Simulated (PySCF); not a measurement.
**Energy of Eu²⁺ (europium, charge +2) between two integer charges**

The 4f alpha orbital of [Xe] 4f7 is emptied in steps (occupation f), with all orbitals relaxed, ending at [Xe] 4f6. Computed with PySCF 2.14 in def2-TZVP with the def2 core potential (28 electrons) (10s7p5d4f1g, 93 functions), with a scalar-relativistic core potential. The exact energy is a straight line in f; departures are measured from the line between the end points of the same method.

```csv
f,BHandHLYP (eV),wB97X (eV),CAM-B3LYP (eV)
1,0.000,0.000,0.000
0.75,-0.331,-0.517,-0.685
0.5,-0.457,-0.702,-0.930
0.25,-0.353,-0.535,-0.709
0,0.000,0.000,0.000
```

Question: For wB97X, how does the orbital energy at f = 1 compare with the removal energy?

Answer: −ε = 22.795 eV against a total-energy difference of 25.496 eV. By Janak's theorem ε = ∂E/∂f, so the gap between them reflects the curvature. Along the path −ε is 24.077 (f = 0.75), 25.449 (f = 0.5), 26.891 (f = 0.25) eV.

```
   method  E(f=0) − E(f=1) (eV)  −ε at f=1 (eV)  −ε at f=0.5 (eV)
BHandHLYP                24.871          23.170            24.813
    wB97X                25.496          22.795            25.449
CAM-B3LYP                25.574          21.984            25.512
```

Reference removal energy between the ground levels: 24.84 ± 0.03 eV (semi-empirical (NIST evaluation); NIST Atomic Spectra Database, ionization energies). The calculation has no spin-orbit coupling. The determinant left behind need not be the lowest term of the ion.
